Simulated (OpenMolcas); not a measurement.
# Pt2+: ligand-field states by method

Pt2+ with its 6 nearest fluoride ions at 2.164 Å, on the Ca site of CsCaF3 (a = 4.526 Å, distance in the model lattice 2.263 Å). The rest of the host is ab initio model potentials to 7.6 Å, with orthogonalisation functions on the cations behind the ligands, and point charges beyond; the distance is set by hand and nothing relaxes. Ligand basis ANO-RCC-VDZP.

| Item | Value |
| --- | --- |
| Program | OpenMolcas |
| Basis | ANO-RCC-VTZP [8s7p5d3f1g] |
| Scalar Hamiltonian | DKH2, point nucleus |
| Active space | 8 electrons in 5 orbitals (5d) |
| State averaging | 2S+1 = 3 even, 10 roots; 2S+1 = 1 even, 15 roots |
| Spin-orbit coupling | state interaction with AMFI integrals over the reference wave functions |

I. CASSCF
II. SS-CASPT2, IPEA 0.25 Eh, imaginary shift 0.1 Eh (closed shells correlated: 5s 5p and the ligand valence shells)

Spin-free states (labels of O, the rotations of Oh) in cm-1, each column counted from its own energy of the first state listed:

```csv
State,Degeneracy,I,II
3A2,1,0,0
1E,2,12656,8410
3T2,3,15409,17140
1A1,1,22181,16650
3T1,3,22804,23220
1T2,3,27824,26240
1T1,3,31343,29190
3T1,3,35486,36520
1E,2,44847,45450
1T2,3,45135,45570
1A1,1,65030,60770
```

From I to II, I's first state of the same spin (3T2) moves from 15409 to 17140 cm-1, by about +1700 cm-1.

From I to II, I's first state of another spin (1E) moves from 12656 to 8410 cm-1, by about -4200 cm-1.

I: A least-squares ligand-field fit to the states below 45000 cm-1, each weighted by its degeneracy and with a free common offset, gives 10Dq = 15464 cm-1, B = 793 cm-1 and C = 3248 cm-1 (C/B = 4.09), with an rms deviation of 60 cm-1. The same method and metal basis give the free ion B = 865 cm-1 (fit to its terms below 60000 cm-1, rms deviation 8 cm-1), so the nephelauxetic ratio is β = 793 / 865 = 0.92; it hangs on how both fits weigh the states, and computed free-ion B values tend to be too large, so β mixes covalency with correlation.

χT at 300 K: I 1.80, II 1.73 cm3 K/mol.

The states above are spin-free; spin-orbit coupling is strong here and shifts and splits them by thousands of cm-1.

Roots that are degenerate in the reference are averaged as groups; the widest CASPT2 spread within a group is 410 cm-1 (the 3-fold group of multiplicity 3 near 17100 cm-1 above the lowest state of its run, II). Shifts and gaps below about the spread of the groups concerned are not significant. Over all roots computed the reference weight is 0.71 to 0.72 in II; a low but even weight reflects the number of correlated electrons. Real 4d8 and 5d8 ions are as a rule square planar and diamagnetic. Ligand-to-metal charge-transfer states are missing. With no ligand orbital active B as a rule stays too high, so bands that hang on it stand too high and its fall with covalency is understated. Without dynamic correlation the repulsion within the d shell is too large (B by tens of per cent), so at a given field states of lower spin stand too high (holds for I). With metal d orbitals alone the field can be off either way by tens of per cent (holds for I). With one d shell and no ligand orbital active, 10Dq can be off by a tenth or more (holds for II). No measured value stands beside these numbers; the geometry was set by hand and not optimised.
